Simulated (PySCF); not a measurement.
**Radial density of Ti¹⁹⁺ (titanium, charge +19)**

UHF, [He] 2s1, 2S determinant. Calculation: PySCF 2.14, in an uncontracted even-tempered set (17 s from 3.8 bohr⁻², ratio 2.2; 8 p from 6 bohr⁻², ratio 2.4; 6 d from 18 bohr⁻², ratio 2.4; 5 f from 27 bohr⁻², ratio 2.4; 4 g from 40 bohr⁻², ratio 2.4); no relativity, point nucleus.

```tsv
r (bohr)	4πr²ρ (e/bohr)	4πr²(ρα − ρβ)
0.00120	0.1186	0.0064
0.00201	0.3236	0.0174
0.00339	0.8618	0.0463
0.00570	2.203	0.1182
0.00959	5.251	0.2797
0.0161	11.14	0.5809
0.0271	19.42	0.9456
0.0456	24.27	0.9218
0.0768	17.31	0.1536
0.129	5.763	0.6726
0.217	4.008	3.6781
0.365	2.344	2.3428
0.614	0.1446	0.1446
1.03	0.0003212	0.0003
```
